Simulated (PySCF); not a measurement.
A mixed set of molecules. Computed with TDDFT CAM-B3LYP/def2-SVPD, vertical, gas phase, core orbitals frozen in the response (PySCF). Geometries: GFN2-xTB; one conformer of each isolated species. Triplets are in the Tamm–Dancoff approximation.

Question: Rank by computed lowest singlet excitation energy, lowest first.
A. `C[C@@]1(F)C[Si@@H](F)CS1`
B. `C1[SiH](S[SiH2]P)C1`
C. `C[Si@@H]1OC[C@@H]1C#N`
D. `ClC1=COC=CC1`
E. `Cc1cnoc1[SiH3]`
F. `C1C=C(C#C)S[C@@H]1F`
G. `P[SiH2][Si@H]1CCS1`
H. `C[C@@](F)([SiH3])C(=S)CF`

Answer: H (2.44 eV), G (4.71 eV), F (5.02 eV), D (5.15 eV), A (5.39 eV), B (5.52 eV), E (6.01 eV), C (6.77 eV).

```csv
SMILES,S1 (eV),T1 (eV),gap (eV),α (au),first f ≥ 0.01 (nm),f (S1),S1 mainly
C[C@@](F)([SiH3])C(=S)CF,2.44,1.99,6.60,97.7,253,0.001,H→L (98%)
P[SiH2][Si@H]1CCS1,4.71,4.39,7.84,125.7,203,0.009,H→L (95%)
C#CC1=CC[C@@H](F)S1,5.02,3.15,7.76,89.4,247,0.130,H→L (87%)
ClC1=COC=CC1,5.15,3.73,8.52,72.1,241,0.043,H→L (98%)
C[C@@]1(F)C[Si@@H](F)CS1,5.39,4.91,9.05,88.6,197,0.001,H→L (60%)
P[SiH2]S[SiH]1CC1,5.52,5.04,8.48,122.1,207,0.006,H→L (59%)
Cc1cnoc1[SiH3],6.01,3.99,9.01,80.9,206,0.208,H→L (94%)
C[Si@@H]1OC[C@@H]1C#N,6.77,6.14,10.21,74.7,178,0.001,H-1→L (89%)
```

H and L stand for HOMO and LUMO.

Mean S1 by what the SMILES shows (count): single bonds only 5.21 eV (3); a double or triple bond but no aromatic ring 4.85 eV (4).

- `C[C@@](F)([SiH3])C(=S)CF`: S1 has the pattern of n→π* at C=S.
- `P[SiH2][Si@H]1CCS1`: Löwdin shares by element: HOMO sulfur 65%, silicon 13%, carbon 10% or more; LUMO silicon 52%, sulfur 14%, phosphorus 6% (atoms not listed hold the other 27%).
- `C#CC1=CC[C@@H](F)S1`: Löwdin shares by element: HOMO carbon 46% or more, sulfur 36% (atoms not listed hold the other 19%); LUMO carbon 76% or more (atoms not listed hold the other 24%).
- `ClC1=COC=CC1`: Löwdin shares by element: HOMO carbon 44% or more, oxygen 22% (atoms not listed hold the other 34%); LUMO carbon 69% or more (atoms not listed hold the other 31%).
- `C[C@@]1(F)C[Si@@H](F)CS1`: Löwdin shares by element: HOMO sulfur 70%, carbon 16% or more; LUMO sulfur 30%, silicon 19%, carbon 10% or more, hydrogen 6% or more (atoms not listed hold the other 34%).
- `P[SiH2]S[SiH]1CC1`: Löwdin shares by element: HOMO carbon 36%, sulfur 29%, silicon 18% or more (atoms not listed hold the other 16%); LUMO silicon 24% or more, sulfur 23%, phosphorus 14%, hydrogen 8% or more (atoms not listed hold the other 30%).
- `Cc1cnoc1[SiH3]`: Löwdin shares by element: HOMO carbon 52% or more, nitrogen 18%, oxygen 8% (atoms not listed hold the other 21%); LUMO carbon 32% or more, nitrogen 20%, oxygen 14% (atoms not listed hold the other 34%).
- `C[Si@@H]1OC[C@@H]1C#N`: Löwdin shares by element: HOMO carbon 37% or more, nitrogen 23%, silicon 12% (atoms not listed hold the other 27%); LUMO silicon 34%, oxygen 13%, hydrogen 13% or more, carbon 10% or more (atoms not listed hold the other 30%).
